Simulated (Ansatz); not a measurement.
`F[SiH2]I` → H• + `F[SiH]I`•  (homolysis of the H–Si bond)

Gas-phase electronic energies from Ansatz, PBE0-D4/def2-TZVP geometries. CBS: MP2 limit from def2 TZ/QZ plus the TZ coupled-cluster correction, frozen cores. This one scheme is used for every species, atoms too. DFT in def2-TZVPP. Open shells (•) are unrestricted, without spin–orbit coupling. def2 core potentials past Kr. Bonds to I are less sure, by a few kJ/mol each and by 10 to 20 or more in all where they break to atoms, as the def2 sets lack core-valence functions.

```csv
level,ΔE (kcal/mol)
r2SCANh,91.4
CAM-B3LYP,94.8
HF/def2-SVP,77.4
HF/def2-TZVPP,77.3
```

**Question.** What does CCSD(T)/CBS give? (Estimate.)

**Answer.** Computed: +97.5 kcal/mol. The listed levels differ from it by -6.1, -2.7, -20.1, -20.2 kcal/mol.

**Question.** What do rigid-rotor, harmonic-oscillator terms from PBE0-D4/def2-TZVP frequencies (298.15 K, 1 bar) make of the CCSD(T)/CBS value? (Estimate.)

**Answer.** Computed: ΔZPE = -5.9 kcal/mol, ΔH = +93.0 kcal/mol, ΔS = 119 J/(mol·K), ΔG = +84.5 kcal/mol. Open shells count their whole term as degenerate.

Largest T1 diagnostic among the species: 0.013.

In def2-TZVPP, CCSD(T) changes the Hartree–Fock value by +18.5 kcal/mol (the triples alone add −0.2 kcal/mol) and MP2 by +16.4 kcal/mol; breaking electron pairs costs correlation energy, which Hartree–Fock lacks. From BLYP to BHLYP (50 % exact exchange), in def2-TZVPP and without D4, ΔE moves by +4.6 kcal/mol. Leaving LDA and LC-ωPBE aside and taking each functional with its dispersion term where it has one, the values, not all of them listed here, spread over 8.4 kcal/mol, from revPBE-D4 to ωB97M-V. LDA lies +9.2 kcal/mol from PBE without D4, its usual overbinding.
